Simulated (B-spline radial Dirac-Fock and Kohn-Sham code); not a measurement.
Relativistic shifts of the levels of Te⁹⁺

System: the Te⁹⁺ ion, [Kr] 4d7.

Both columns are ΔSCF binding energies of the configuration average from a radial finite-basis atomic code: non-relativistic Hartree-Fock with a point nucleus, and Dirac-Fock with a finite nucleus and the Coulomb interaction alone, averaged over the two j levels with weights 2j+1.

```
shell  Hartree-Fock (eV)  Dirac-Fock (eV)  shift (eV)  shift (%)
   1s            30873.9          32095.8    +1221.90      +3.96
   2s             4829.2           5130.7     +301.43      +6.24
   2p             4526.4           4615.2      +88.78      +1.96
   3s             1116.5           1181.4      +64.86      +5.81
   3p              989.2           1009.6      +20.43      +2.07
   4s              321.3            335.5      +14.24      +4.43
   4p              273.5            277.7       +4.15      +1.52
   4d              194.6            193.1       -1.49      -0.77
```

Relativity binds 1s, 2s, 2p, 3s, 3p, 4s, 4p more strongly, among those listed most of all 2s in relative terms, and 4d more weakly, because the contracted s and p shells screen the nucleus better.

Values without a named source are computed, but for edge energies of neutral atoms, which are taken from tables.
